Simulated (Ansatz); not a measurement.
Relaxation of Mo(NH)2(OH)2 (MoN₂O₂H₄) with RKS B3LYP-D4/def2-SVP.

```sh
$ ansatz run in.yaml --threads 4 --pin off --events-out ev --progress --plain --max-ram 3916MiB
```

```yaml
crystal:
  periodic: [false, false, false]
  atoms:
    - {symbol: Mo, position_ang: [-0.069110, -0.014480, -0.041350]}
    - {symbol: N, position_ang: [0.031730, 0.125210, 1.686150]}
    - {symbol: H, position_ang: [0.265650, 0.232310, 2.663710]}
    - {symbol: N, position_ang: [1.499630, 0.215070, -0.748570]}
    - {symbol: H, position_ang: [2.467770, 0.374080, -0.991640]}
    - {symbol: O, position_ang: [-1.173520, 1.270970, -0.659150]}
    - {symbol: H, position_ang: [-1.626320, 2.090310, -0.871410]}
    - {symbol: O, position_ang: [-0.646430, -1.674050, -0.452250]}
    - {symbol: H, position_ang: [-0.749400, -2.619420, -0.585490]}
basis:
  gaussian: {orbitals: def2-SVP}
hamiltonian: {xc: {name: B3LYP}, dispersion: d4}
scf: {omitted_lower_state_checks: [starts]}
output: {orbitals: {seedname: orbitals}}
relax: {f_tol: 0.02, max_steps: 100}
```

Hardware: 4 threads of Arm Neoverse V1 on a shared host. Wall time 29 s.

Positions (Å) and forces (eV/Å) at steps 1, 2, 3, 4, 5, 6, 7, 8, 9, 10, 11, 12, 13, 14 of 14:

```xyz
9
step=1 energy=-8992.4794 eV
Mo   -0.069   -0.014   -0.041    2.441    0.516    1.487
N     0.032    0.125    1.686   -0.401   -0.083   -0.092
H     0.266    0.232    2.664    0.291    0.060    0.120
N     1.500    0.215   -0.749   -0.271   -0.063   -0.316
H     2.468    0.374   -0.992    0.244    0.058    0.204
O    -1.174    1.271   -0.659   -1.615    1.252   -0.955
H    -1.626    2.090   -0.871    0.191    0.038    0.130
O    -0.646   -1.674   -0.452   -1.083   -1.847   -0.689
H    -0.749   -2.619   -0.585    0.204    0.069    0.110
9
step=2 energy=-8992.6319 eV
Mo   -0.051   -0.011   -0.031    0.704    0.156    0.430
N     0.047    0.127    1.697   -0.272   -0.058   -0.121
H     0.316    0.242    2.669    0.222    0.038   -0.014
N     1.516    0.221   -0.740   -0.232   -0.056   -0.188
H     2.496    0.383   -0.949    0.090    0.032    0.205
O    -1.212    1.277   -0.682   -0.475    0.007   -0.318
H    -1.657    2.100   -0.891    0.193    0.111    0.140
O    -0.680   -1.697   -0.473   -0.465   -0.217   -0.252
H    -0.776   -2.642   -0.601    0.235   -0.012    0.119
9
step=3 energy=-8992.7461 eV
Mo   -0.091   -0.020   -0.055    0.211    0.043    0.128
N     0.008    0.118    1.672   -0.037   -0.004   -0.080
H     0.365    0.247    2.613    0.122    0.021    0.008
N     1.475    0.212   -0.764   -0.086   -0.021    0.004
H     2.470    0.383   -0.880    0.062    0.021    0.106
O    -1.253    1.288   -0.709   -0.279   -0.322   -0.212
H    -1.582    2.178   -0.840    0.165    0.187    0.131
O    -0.716   -1.725   -0.493   -0.399    0.171   -0.196
H    -0.677   -2.680   -0.545    0.240   -0.095    0.112
9
step=4 energy=-8992.6974 eV rejected
Mo   -0.157   -0.035   -0.095   -0.261   -0.052   -0.158
N    -0.027    0.112    1.628    0.457    0.141    0.649
H     0.487    0.266    2.514   -0.401   -0.116   -0.601
N     1.421    0.198   -0.775    0.790    0.133    0.110
H     2.439    0.385   -0.724   -0.718   -0.133   -0.081
O    -1.366    1.244   -0.784   -0.251    2.677    0.067
H    -1.445    2.269   -0.745    0.332   -2.750   -0.018
O    -0.839   -1.735   -0.561    0.799   -2.525    0.247
H    -0.512   -2.704   -0.458   -0.746    2.623   -0.215
9
step=5 energy=-8992.8492 eV
Mo   -0.128   -0.028   -0.077    0.231    0.045    0.138
N    -0.009    0.119    1.648   -0.006   -0.004   -0.094
H     0.424    0.261    2.558    0.034    0.002   -0.016
N     1.448    0.200   -0.767   -0.086   -0.014    0.038
H     2.449    0.378   -0.800    0.000    0.005    0.039
O    -1.307    1.269   -0.745   -0.243   -0.120   -0.186
H    -1.511    2.208   -0.784    0.173    0.042    0.127
O    -0.775   -1.732   -0.524   -0.298    0.002   -0.138
H    -0.591   -2.675   -0.508    0.193    0.040    0.093
9
step=6 energy=-8992.8996 eV
Mo   -0.158   -0.035   -0.095    0.091    0.019    0.054
N    -0.032    0.119    1.628    0.013    0.013    0.000
H     0.425    0.264    2.526    0.001   -0.007   -0.045
N     1.421    0.190   -0.778    0.010   -0.007    0.012
H     2.424    0.369   -0.783   -0.042   -0.002    0.022
O    -1.337    1.272   -0.770   -0.141    0.050   -0.104
H    -1.434    2.231   -0.725    0.123   -0.135    0.081
O    -0.807   -1.749   -0.537   -0.131   -0.107   -0.060
H    -0.502   -2.662   -0.467    0.077    0.177    0.040
9
step=7 energy=-8992.9293 eV
Mo   -0.187   -0.041   -0.111   -0.060   -0.018   -0.048
N    -0.065    0.170    1.605    0.013    0.003    0.048
H     0.424    0.318    2.485   -0.001    0.000    0.030
N     1.401    0.127   -0.785    0.049    0.014   -0.011
H     2.401    0.310   -0.755    0.025    0.005   -0.013
O    -1.349    1.268   -0.824    0.025    0.150   -0.044
H    -1.392    2.203   -0.587   -0.037   -0.057    0.005
O    -0.859   -1.760   -0.519    0.016   -0.143    0.076
H    -0.374   -2.595   -0.508   -0.030    0.045   -0.045
9
step=8 energy=-8992.9640 eV
Mo   -0.186   -0.042   -0.113    0.347    0.074    0.216
N    -0.073    0.263    1.592   -0.113   -0.083   -0.108
H     0.416    0.414    2.470    0.012    0.018    0.058
N     1.419    0.036   -0.769   -0.161    0.022   -0.061
H     2.418    0.218   -0.735    0.058   -0.002   -0.015
O    -1.275    1.300   -0.885   -0.043    0.195   -0.066
H    -1.515    2.130   -0.448   -0.005   -0.149   -0.043
O    -0.870   -1.780   -0.422    0.003   -0.224    0.022
H    -0.333   -2.540   -0.689   -0.099    0.150   -0.003
9
step=9 energy=-8992.7296 eV rejected
Mo   -0.150   -0.034   -0.093    0.235    0.050    0.153
N    -0.084    0.333    1.606   -0.004   -0.152   -0.236
H     0.382    0.486    2.497   -0.001    0.053    0.052
N     1.451   -0.029   -0.772   -0.250    0.093    0.080
H     2.453    0.147   -0.763    0.060   -0.041   -0.018
O    -1.178    1.319   -0.951   -1.393    2.115    1.779
H    -1.654    2.032   -0.350    1.400   -2.171   -1.823
O    -0.879   -1.779   -0.307    1.541   -1.968   -1.577
H    -0.341   -2.475   -0.866   -1.588    2.021    1.591
9
step=10 energy=-8992.9865 eV
Mo   -0.159   -0.036   -0.096    0.032    0.010    0.021
N    -0.080    0.283    1.608    0.004   -0.002   -0.027
H     0.374    0.459    2.503   -0.011   -0.014   -0.027
N     1.436    0.019   -0.778   -0.020   -0.006    0.019
H     2.443    0.170   -0.778   -0.033    0.005    0.000
O    -1.230    1.307   -0.908    0.040    0.084    0.057
H    -1.572    2.063   -0.409   -0.009   -0.124   -0.064
O    -0.869   -1.778   -0.371    0.090   -0.044    0.024
H    -0.344   -2.487   -0.770   -0.093    0.091   -0.001
9
step=11 energy=-8992.9954 eV
Mo   -0.140   -0.031   -0.084    0.255    0.047    0.152
N    -0.065    0.299    1.617   -0.077   -0.019   -0.017
H     0.372    0.481    2.519    0.012   -0.008   -0.040
N     1.455    0.010   -0.767   -0.052   -0.006   -0.060
H     2.464    0.150   -0.784   -0.032    0.003    0.027
O    -1.185    1.315   -0.917   -0.223    0.351    0.140
H    -1.651    2.006   -0.412    0.186   -0.339   -0.206
O    -0.855   -1.771   -0.327    0.182   -0.431   -0.248
H    -0.395   -2.459   -0.846   -0.251    0.401    0.252
9
step=12 energy=-8993.0073 eV
Mo   -0.107   -0.024   -0.066   -0.152   -0.039   -0.106
N    -0.056    0.321    1.632    0.144   -0.066    0.156
H     0.410    0.502    2.522   -0.080    0.023   -0.056
N     1.481   -0.003   -0.761    0.154    0.130    0.041
H     2.491    0.144   -0.750   -0.072   -0.056   -0.036
O    -1.137    1.322   -0.926   -0.048    0.037   -0.030
H    -1.746    1.893   -0.436    0.090   -0.090   -0.019
O    -0.844   -1.762   -0.285   -0.029   -0.048   -0.018
H    -0.492   -2.392   -0.931   -0.007    0.109    0.067
9
step=13 energy=-8993.0106 eV
Mo   -0.091   -0.020   -0.054    0.080    0.014    0.054
N    -0.047    0.321    1.649   -0.022   -0.017   -0.072
H     0.373    0.528    2.554    0.010   -0.003   -0.040
N     1.494    0.000   -0.761   -0.055    0.004    0.008
H     2.507    0.110   -0.792   -0.028   -0.002    0.027
O    -1.119    1.313   -0.939    0.010   -0.014    0.047
H    -1.763    1.822   -0.428   -0.011    0.024   -0.019
O    -0.848   -1.751   -0.265    0.034    0.026   -0.010
H    -0.506   -2.324   -0.965   -0.017   -0.033    0.005
9
step=14 energy=-8993.0124 eV
Mo   -0.096   -0.021   -0.059    0.006    0.002    0.004
N    -0.048    0.315    1.643    0.003    0.000    0.008
H     0.387    0.523    2.540   -0.001   -0.001   -0.011
N     1.490    0.006   -0.761    0.009    0.002   -0.002
H     2.502    0.119   -0.773   -0.010   -0.001    0.005
O    -1.124    1.316   -0.934   -0.003    0.002    0.003
H    -1.758    1.844   -0.431   -0.004    0.008   -0.003
O    -0.847   -1.754   -0.271    0.002   -0.003   -0.004
H    -0.506   -2.347   -0.954   -0.003   -0.010    0.000
```

In the def2 sets Mo takes a core potential; there is no spin–orbit coupling. The restricted singlet is unstable towards broken spin symmetry in Hartree–Fock (as tested in another run); at B3LYP-D4/def2-SVP this wasn't settled.
